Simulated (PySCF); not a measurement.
PySCF job for C3H7ClOSi, SMILES C=C(Cl)[Si@@H](C)O, PBE0/pcSseg-1. Geometry optimised at TPSSh-D3(BJ)/def2-SVP. The structure was generated by enumeration; whether it is a known compound was not checked. Other conformers were not sampled.

```python
import numpy as np
from pyscf import gto, scf, dft
from pyscf.prop.nmr import rks as nmr

mol = gto.M(
    atom='''
    C     1.64660478   -0.13982171    1.26322950
    C     0.87592774   -0.07002465    0.17126387
    Cl    1.48608310   -0.63907372   -1.38886286
    Si   -0.89857039    0.56527439    0.08270423
    C    -2.05065403   -0.84388042   -0.32361336
    O    -1.33407057    1.16957490    1.58469301
    H     1.23805995    0.20886643    2.21633772
    H     2.66585058   -0.53576187    1.25037416
    H    -0.93359571    1.63208216   -0.95662776
    H    -3.08048116   -0.48728349   -0.48282665
    H    -1.71115042   -1.35570276   -1.23817864
    H    -2.05811451   -1.57653204    0.49914755
    H    -0.96270240    2.03050509    1.82175888
    ''',
    basis='pcSseg-1',
    charge=0,
    spin=0,
    max_memory=1600,
    verbose=3,
)
mf = dft.RKS(mol, xc='pbe0')
mf.grids.level = 3
mf.conv_tol = 1e-10
mf.max_cycle = 100
mf.kernel()
n = nmr.NMR(mf)
n.verbose = 2
n.max_cycle_cphf = 60
sigma = n.kernel()
print('atom   isotropic/ppm   span/ppm')
for i, s in enumerate(sigma):
    w = np.linalg.eigvalsh((s + s.T) / 2)
    print(f'{mol.atom_symbol(i):2s}{i + 1:3d} {w.mean():14.3f} {w[2] - w[0]:11.3f}')
```

It prints:

```
converged SCF energy = -942.934818775714
atom   isotropic/ppm   span/ppm
C   1         49.148     228.674
C   2         25.143     206.914
Cl  3        706.493     518.296
Si  4        360.799      95.073
C   5        187.427      10.598
O   6        297.826      25.060
H   7         25.056       8.330
H   8         24.985       8.958
H   9         26.408       7.532
H  10         30.790      11.717
H  11         30.852      11.422
H  12         30.900      10.258
H  13         29.911      20.881
```

The run converged.

Cost: around 40 core-seconds (rough).
